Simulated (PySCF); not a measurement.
**Single point on SbI**

State: ³Σ⁻ (triplet), unpaired electrons π ↑↑.

An equivalent input (the run itself took its basis sets from the Basis Set Exchange, started from a PBE0 density and held the occupation σ 9α 9β, πx 6α 5β, πy 6α 5β, δx 2α 2β, δy 2α 2β):

```python
from pyscf import gto, dft
mol = gto.M(atom='Sb 0 0 0; I 0 0 2.714', basis={'Sb': 'def2-SVP', 'I': 'def2-SVP'}, ecp={'Sb': 'def2-SVP', 'I': 'def2-SVP'},
            charge=0, spin=2, verbose=4, symmetry='C2v')
mf = dft.UKS(mol, xc='TPSS')
mf.grids.atom_grid = (80, 434)
mf.grids.prune = dft.gen_grid.treutler_prune
mf.irrep_nelec = {'A1': (11, 11), 'A2': (2, 2), 'B1': (6, 5), 'B2': (6, 5)}
mf.conv_tol = 1e-9
mf.max_cycle = 60
mf.diis_space = 10
mf.kernel()
```

The log (some set-up lines and the per-cycle HOMO/LUMO lines removed):

```
******** <class 'pyscf.dft.uks_symm.SymAdaptedUKS'> ********
method = SymAdaptedUKS
damping factor = 0
level_shift factor = 0
DIIS = <class 'pyscf.scf.diis.CDIIS'>
diis_start_cycle = 1
diis_space = 10
diis_damp = 0
SCF conv_tol = 1e-09
SCF conv_tol_grad = None
SCF max_cycles = 60
number electrons alpha = 25  beta = 23
Set gradient conv threshold to 3.16228e-05
init E= -537.759904052814
cycle= 1 E= -537.760647792134  delta_E= -0.000744  |g|= 0.027  |ddm|= 0.0869
cycle= 2 E= -537.759281086467  delta_E= 0.00137  |g|= 0.0443  |ddm|= 0.112
cycle= 3 E= -537.760949903714  delta_E= -0.00167  |g|= 0.0111  |ddm|= 0.0937
cycle= 4 E= -537.761056205872  delta_E= -0.000106  |g|= 0.000696  |ddm|= 0.0198
cycle= 5 E= -537.761056498864  delta_E= -2.93e-07  |g|= 0.000231  |ddm|= 0.00162
cycle= 6 E= -537.761056538224  delta_E= -3.94e-08  |g|= 5.4e-05  |ddm|= 0.000321
cycle= 7 E= -537.761056541489  delta_E= -3.26e-09  |g|= 1.02e-05  |ddm|= 0.000137
cycle= 8 E= -537.761056541619  delta_E= -1.3e-10  |g|= 7.54e-07  |ddm|= 2.25e-05
Extra cycle  E= -537.761056541619  delta_E= 2.27e-13  |g|= 7.49e-07  |ddm|= 3.09e-06
converged SCF energy = -537.761056541619  <S^2> = 2.0044045  2S+1 = 3.0029349
```

Repeating this along the bond gives Re = 2.723 Å and ωe = 202 cm⁻¹.

A point of this curve took 0.69 CPU seconds beside 0.31 for the integrals, on Oxide Virtual Turin-like (shared host).

Spin–orbit coupling is left out. The state was picked by a PBE0 search and need not be the measured ground state.
